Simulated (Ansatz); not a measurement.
Ag₂ (SMILES [Ag][Ag]), singlet, geometry from GFN2-xTB (such geometries of metal compounds can be far from the true shape) (core potentials on Ag), atoms displaced at random by about 0.02 Å a coordinate; HF/def2-SV(P) (Ansatz, an electronic-structure program).

Here is a job for Ansatz.
Ansatz 0.2 input:
```yaml
crystal:
  periodic: [false, false, false]
  atoms:
    - {symbol: Ag, position_ang: [0.00610292, -0.00553535, -1.28601617]}
    - {symbol: Ag, position_ang: [-0.01592153, 0.01278375, 1.31612155]}
basis:
  gaussian:
    orbitals: def2-SV_P_.json
hamiltonian:
  xc: hf
relax: {f_tol: 0.0005}
```
The basis file holds def2-SV(P) in the JSON format of the Basis Set Exchange.

Output, abridged:

```
Functional definition: HF
673 factors; integrals over basis functions are off by at most 9.6e-5 eV
mean field evaluation 1: about -7947.9816 eV, gradient 3.3e1 eV
mean field evaluation 2: about -7948.0614 eV, gradient 3.3e1 eV
mean field evaluation 4: about -7950.6335 eV, gradient 8.0e-1 eV
mean field evaluation 8: about -7950.6589 eV, gradient 1.7e-4 eV
mean field -7950.65887888 eV, -292.1813246486 hartree, gradient 2.2e-5 eV, S^2 0.000000; 0 other end points of the search recorded, 0 dependent functions left out
the calculation of the forces begins
reference -7950.65887888 eV, -292.1813246486 hartree; 19, 19 occupied and 29, 29 virtual orbitals, 673 factors
relax step   1: F+E_penalty+E_count = -7950.65887888 eV  Δ(F+E_penalty+E_count) = +0.000e0 eV  max|allowed force component| = 5.788e-1 eV/Å  Δτ_max = 0.0000 Å  (37 SCF iters, accepted)
these checks for a lower state are left out or cut short: starts, cluster_reference, orbital_swaps, neighbouring_geometries, increment
673 factors; integrals over basis functions are off by at most 9.8e-5 eV
mean field evaluation 16: about -7950.5738 eV, gradient 3.1e-2 eV
mean field -7950.68643346 eV, -292.1823372608 hartree, gradient 2.3e-5 eV, S^2 0.000000; 0 other end points of the search recorded, 0 dependent functions left out
the calculation of the forces begins
reference -7950.68643346 eV, -292.1823372608 hartree; 19, 19 occupied and 29, 29 virtual orbitals, 673 factors
relax step   2: F+E_penalty+E_count = -7950.68643346 eV  Δ(F+E_penalty+E_count) = -2.755e-2 eV  max|allowed force component| = 9.886e-2 eV/Å  Δτ_max = 0.0423 Å  (35 SCF iters, accepted)
these checks for a lower state are left out or cut short: starts, cluster_reference, orbital_swaps, neighbouring_geometries, increment
673 factors; integrals over basis functions are off by at most 9.8e-5 eV
mean field evaluation 32: about -7950.6874 eV, gradient 2.5e-5 eV
mean field -7950.68744991 eV, -292.1823746146 hartree, gradient 2.5e-5 eV, S^2 0.000000; 0 other end points of the search recorded, 0 dependent functions left out
the calculation of the forces begins
reference -7950.68744991 eV, -292.1823746146 hartree; 19, 19 occupied and 29, 29 virtual orbitals, 673 factors
relax step   3: F+E_penalty+E_count = -7950.68744991 eV  Δ(F+E_penalty+E_count) = -1.016e-3 eV  max|allowed force component| = 1.861e-2 eV/Å  Δτ_max = 0.0087 Å  (35 SCF iters, accepted)
these checks for a lower state are left out or cut short: starts, cluster_reference, orbital_swaps, neighbouring_geometries, increment
673 factors; integrals over basis functions are off by at most 9.8e-5 eV
mean field -7950.68748941 eV, -292.1823760663 hartree, gradient 2.5e-5 eV, S^2 0.000000; 0 other end points of the search recorded, 0 dependent functions left out
the calculation of the forces begins
reference -7950.68748941 eV, -292.1823760663 hartree; 19, 19 occupied and 29, 29 virtual orbitals, 673 factors
relax step   4: F+E_penalty+E_count = -7950.68748941 eV  Δ(F+E_penalty+E_count) = -3.950e-5 eV  max|allowed force component| = 6.729e-5 eV/Å  Δτ_max = 0.0021 Å  (36 SCF iters, accepted)
673 factors; integrals over basis functions are off by at most 9.8e-5 eV
mean field evaluation 64: about -7950.6875 eV, gradient 1.4e-4 eV
mean field -7950.68748941 eV, -292.1823760663 hartree, gradient 2.5e-5 eV, S^2 0.000000; 1 other end points of the search recorded, 0 dependent functions left out
the calculation of the forces begins
reference -7950.68748941 eV, -292.1823760663 hartree; 19, 19 occupied and 29, 29 virtual orbitals, 673 factors
Total energy: -7950.68748941 eV, -292.1823760663 hartree
Atom 0 at     0.006553    -0.005910    -1.339199 Å, force    -0.000001     0.000000     0.000067 eV/Å
Atom 1 at    -0.016372     0.013158     1.369304 Å, force     0.000001    -0.000000    -0.000067 eV/Å
Dipole moment:     0.000000    -0.000000     0.000000 e Å
```
